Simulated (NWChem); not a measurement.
**HClSi in NWChem**

```xyz
3

Si    -0.7507    -0.8137     0.0000
H      0.3276    -1.9106     0.0000
Cl     0.5989     0.7825     0.0000
```
Charge 0, spin multiplicity 1.

Program: NWChem. All single points use one geometry, from PBE0/def2-SVP, a minimum by its harmonic frequencies.

Symmetry labels belong to the abelian group Cs used in the runs, with the axes of the coordinates shown.

The structure started from a generated list of species.

**Question.** List the lowest 4 singlet excitations that CIS/def2-SVPD gives, with oscillator strengths.

**Answer.** 
```json
[
 {"state": "1", "symmetry": "a\"", "energy (eV)": "3.08", "wavelength (nm)": "402", "f": "0.036"},
 {"state": "2", "symmetry": "a'", "energy (eV)": "6.18", "wavelength (nm)": "201", "f": "0.142"},
 {"state": "3", "symmetry": "a\"", "energy (eV)": "6.73", "wavelength (nm)": "184", "f": "0.028"},
 {"state": "4", "symmetry": "a'", "energy (eV)": "7.03", "wavelength (nm)": "176", "f": "0.179"}
]
```
